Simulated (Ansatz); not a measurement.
Reaction (formal hydrolysis of a C–S bond): `[AlH2][NH]CS` + H₂O → `OC[NH][AlH2]` + H₂S

Computed with Ansatz on PBE0-D4/def2-TZVP structures; ΔE is electronic, products minus reactants. CCSD(T)/CBS is the MP2 limit (def2-TZVPP, def2-QZVPP) plus CCSD(T) − MP2 in def2-TZVPP, frozen cores. This one scheme is used for every species. DFT in def2-TZVPP. Each species was taken in one conformer, which may not be the lowest.

`[AlH2][NH]CS`:

```xyz
10

Al   -0.092    0.049    1.930
N    -0.428   -0.360    0.234
C     0.466   -0.263   -0.875
S     0.291    1.231   -1.928
H     1.399    0.439    2.285
H    -1.293   -0.056    2.955
H    -1.367   -0.594   -0.054
H     0.404   -1.132   -1.535
H     1.497   -0.199   -0.520
H    -0.878    0.886   -2.490
```

H₂O:

Cartesian coordinates in Å:
```
O -0.360 -0.030 0.145
H 0.449 0.156 0.626
H -0.089 -0.126 -0.771
```

`OC[NH][AlH2]`:

Z-matrix (Å, degrees):
```
C
N 1 1.433
O 1 1.409 2 113.4
H 1 1.099 2 108.2 3 123.6
H 1 1.095 2 111.8 3 -117.7
Al 2 1.775 1 128.0 3 -118.6
H 2 1.011 1 111.3 3 62.9
H 3 0.962 1 107.4 2 55.4
H 6 1.583 2 116.8 1 2.5
H 6 1.582 2 117.7 1 -178.1
```

H₂S:

```xyz
3

S    -0.216   -0.192   -0.548
H    -0.683    0.638    0.396
H     0.899   -0.447    0.152
```

| level | ΔE (eV) |
| --- | --- |
| CAM-B3LYP-D4 | 0.07 |
| CAM-B3LYP | 0.04 |

Q: What does CCSD(T)/CBS give? (An estimate is asked.)

A: The calculation gave: +0.19 eV. The listed levels differ from it by -0.12, -0.15 eV.

Q: What do rigid-rotor, harmonic-oscillator terms from PBE0-D4/def2-TZVP frequencies (298.15 K, 1 bar) make of the CCSD(T)/CBS value? (An estimate is asked.)

A: Computed: ΔZPE = -0.02 eV, ΔH = +0.16 eV, ΔS = -3 J/(mol·K), ΔG = +0.17 eV.

Largest T1 diagnostic among the species: 0.012.

At CCSD(T), def2-SVP lies −0.24 eV from the extrapolated value and def2-TZVPP −0.07 eV. Leaving LDA and LC-ωPBE aside and taking each functional with its dispersion term where it has one, the values, not all of them listed here, spread over 0.13 eV, from CAM-B3LYP-D4 to revPBE-D4. LDA lies −0.04 eV from PBE without D4.
